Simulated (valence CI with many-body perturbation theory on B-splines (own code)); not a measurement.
Values are calculated unless marked as measured or tabulated.
Hyperfine factors and g values of Os61+

Method: valence CI with perturbative core correlation (CI+MBPT): five valence electrons over a frozen Dirac-Fock core [Ne], a basis of 11 s, 11 p, 10 d, 8 f, 5 g, 2 h functions for each j, with the one-electron correlation potential Σ1, the two-electron term Σ2, the three-electron term Σ3, Breit, model QED; selected CI, second order for the rest, scaled by the run's own slope (own B-spline code, finite nucleus).

No measured spectrum was set against this ion. As an estimate, large intervals hold to a few tenths of a per cent, small ones and those within an open d or f shell to about a per cent. Among the levels kept, up to 3100 cm⁻¹ of a level comes from second order outside the variational space, and about a tenth of that is noise between levels of different J, which matters for small intervals.

A/g_I is the dipole constant over the nuclear g factor μ/I (μ in nuclear magnetons, uniformly magnetised nucleus), B/Q the quadrupole constant per barn. Both hold the static response of the core; the bare values leave it out. Large factors of s and p1/2 electrons are usually good to 5 to 10 %; those of open d and f shells near neutrality can be off by tens of per cent, and small factors of p3/2, d and f electrons come from cancelling terms and can be off by a factor of two or in sign, in half-filled shells by more. B is blank for J = 1/2, where it vanishes, and for nearly pure S terms. Energies count from the lowest level.

Levels are named by their leading jj configuration (3d3/2^4 stands for four electrons in 3d with j = 3/2), which in mixed levels can hold well under half, so a name can repeat and another be missing. Letters in brackets count levels of one name in rising energy.

```
                             Level  E (× 10³ cm⁻¹)      g  A/g_I (MHz)  A/g_I bare  B/Q (MHz/b)  B/Q bare
        (3s^2 3p1/2^2 3p3/2) J=3/2            0.00  1.338       229000      228000       452000    446000
        (3s^2 3p1/2^2 3d3/2) J=3/2          1917.1  0.777       124000      127000        76500     78900
        (3s^2 3p1/2^2 3d5/2) J=5/2          2770.6  1.193        52500       55600        67300     69900
        (3s^2 3p1/2 3p3/2^2) J=3/2          3141.2  1.452      -144000     -138000        31000     30500
        (3s^2 3p1/2 3p3/2^2) J=5/2          3239.0  1.185       613000      605000         -856      -837
        (3s^2 3p1/2 3p3/2^2) J=1/2          3367.5  0.646      2130000     2090000                       
        (3s 3p1/2^2 3p3/2^2) J=5/2          4609.7  1.455      1380000     1360000        85600     84400
        (3s 3p1/2^2 3p3/2^2) J=3/2          4855.1  1.145      -737000     -717000       -41800    -41200
        (3s 3p1/2^2 3p3/2^2) J=1/2          4874.3  2.029      5620000     5510000                       
(3s^2 3p1/2 3p3/2 3d3/2) J=5/2 [a]          5035.9  0.955       458000      454000       -44400    -42300
(3s^2 3p1/2 3p3/2 3d3/2) J=1/2 [a]          5064.0  0.217       783000      774000                       
(3s^2 3p1/2 3p3/2 3d3/2) J=3/2 [a]          5066.9  0.901       459000      455000      -275000   -272000
    (3s^2 3p1/2 3p3/2 3d3/2) J=7/2          5138.4  1.017       454000      450000       503000    500000
(3s^2 3p1/2 3p3/2 3d3/2) J=5/2 [b]          5387.4  1.152        56200       60000       474000    470000
(3s^2 3p1/2 3p3/2 3d3/2) J=1/2 [b]          5475.1  1.660      1500000     1470000                       
(3s^2 3p1/2 3p3/2 3d3/2) J=3/2 [b]          5482.9  1.213      -103000      -96000        21400     19900
(3s^2 3p1/2 3p3/2 3d5/2) J=7/2 [a]          5780.4  1.301      -104000      -98300       503000    500000
(3s^2 3p1/2 3p3/2 3d5/2) J=3/2 [a]          5887.0  1.328      -335000     -324000      -172000   -169000
    (3s^2 3p1/2 3p3/2 3d5/2) J=9/2          5887.9  1.179       340000      337000       510000    507000
(3s^2 3p1/2 3p3/2 3d5/2) J=5/2 [a]          5916.0  1.114       438000      433000      -331000   -325000
(3s^2 3p1/2 3p3/2 3d5/2) J=5/2 [b]          6080.3  1.278       -94300      -88700        18600     19900
(3s^2 3p1/2 3p3/2 3d5/2) J=7/2 [b]          6093.5  1.124       391000      387000        -9160     -6730
(3s^2 3p1/2 3p3/2 3d5/2) J=3/2 [b]          6165.9  0.931       638000      629000        46300     46600
    (3s^2 3p1/2 3p3/2 3d5/2) J=1/2          6197.6  1.223      -651000     -634000                       
(3s 3p1/2^2 3p3/2 3d3/2) J=5/2 [a]          6492.3  1.253      1090000     1080000       140000    138000
(3s 3p1/2^2 3p3/2 3d3/2) J=3/2 [a]          6509.2  1.259       604000      597000       -20900    -22300
              (3s^2 3p3/2^3) J=3/2          6524.1  1.288       200000      200000      -450000   -445000
(3s 3p1/2^2 3p3/2 3d3/2) J=1/2 [a]          6529.3  2.352      3300000     3240000                       
    (3s 3p1/2^2 3p3/2 3d3/2) J=7/2          6582.3  1.238      1030000     1020000       488000    484000
(3s 3p1/2^2 3p3/2 3d3/2) J=3/2 [b]          6735.4  1.007       566000      560000      -238000   -235000
(3s 3p1/2^2 3p3/2 3d3/2) J=5/2 [b]          6822.9  0.869      -240000     -230000       258000    257000
(3s 3p1/2^2 3p3/2 3d3/2) J=1/2 [b]          6861.5  0.553      1090000     1070000                       
        (3s^2 3p1/2 3d3/2^2) J=5/2          7073.8  0.788       349000      347000       106000    106000
    (3s 3p1/2^2 3p3/2 3d5/2) J=9/2          7239.5  1.341       809000      798000       504000    501000
(3s 3p1/2^2 3p3/2 3d5/2) J=5/2 [a]          7380.9  1.371      1200000     1180000      -246000   -242000
        (3s^2 3p1/2 3d3/2^2) J=1/2          7426.8  0.633      2110000     2070000                       
        (3s^2 3p1/2 3d3/2^2) J=3/2          7433.8  0.944      -433000     -419000      -117000   -115000
(3s 3p1/2^2 3p3/2 3d5/2) J=7/2 [a]          7442.1  1.262       550000      544000       242000    241000
(3s 3p1/2^2 3p3/2 3d5/2) J=3/2 [a]          7491.2  0.965      -520000     -504000      -158000   -156000
(3s 3p1/2^2 3p3/2 3d5/2) J=7/2 [b]          7583.6  1.176      -125000     -117000       260000    260000
```

Question: Take the isotope of mass number 189, with I = 3/2, μ = 0.6576 μN, leaving out the quadrupole term. What is the hyperfine structure of (3s^2 3p1/2 3p3/2^2) J=3/2?

Answer: From the table A = -63300 MHz. Shifts from the centre of gravity in MHz: F = 0: 237000, F = 1: 174000, F = 2: 47500, F = 3: -142000.
